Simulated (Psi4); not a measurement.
Psi4 input (wB97X-D/6-31G*):

```
memory 1500 MB

molecule {
1 1
O    -0.00000000   -0.00000000   -1.91661500
B    -0.00000000   -0.00000000   -0.70071900
B     0.00000000    0.00000000    0.93800600
O     0.00000000    0.00000000    2.12915900
H    -0.00000000   -0.00000000   -2.88678600
symmetry c1
no_reorient
no_com
}

set {
  basis 6-31G*
  reference rks
  scf_type pk
  dft_radial_points 99
  dft_spherical_points 590
  e_convergence 1e-8
  d_convergence 1e-7
  maxiter 150
}

e = energy('wb97x-d')
print_out(f'\nFINAL {e:.10f} DIPOLE {variable("CURRENT DIPOLE")[0]:.6f} {variable("CURRENT DIPOLE")[1]:.6f} {variable("CURRENT DIPOLE")[2]:.6f}\n')
```

From the output:

```
    One-Electron Energy =                -412.0640520873339483
    Two-Electron Energy =                 155.7081631824025294
    DFT Exchange-Correlation Energy =     -17.6866455901681370
    Empirical Dispersion Energy =          -0.0005568828582813
    VV10 Nonlocal Energy =                  0.0000000000000000
    Total Energy =                       -200.4155933916172501

Computation Completed

Properties will be evaluated at   0.000000,   0.000000,   0.000000 [a0]

Properties computed using the SCF density matrix

 Multipole Moments:

 ------------------------------------------------------------------------------------
     Multipole            Electronic (a.u.)      Nuclear  (a.u.)        Total (a.u.)
 ------------------------------------------------------------------------------------

 L = 1.  Multiply by 2.5417464519 to convert [e a0] to [Debye]
 Dipole X            :         -0.0000000            0.0000000           -0.0000000
 Dipole Y            :         -0.0000000            0.0000000           -0.0000000
 Dipole Z            :         -3.0318838            0.0000019           -3.0318819
 Magnitude           :                                                    3.0318819

 ------------------------------------------------------------------------------------

FINAL -200.4155933916 DIPOLE -0.000000 -0.000000 -3.031882

*** Psi4 exiting successfully. Buy a developer a beer!
```

The dipole moment of an ion depends on the origin.

The geometry given is a B3LYP-D3(BJ)/def2-TZVP minimum.
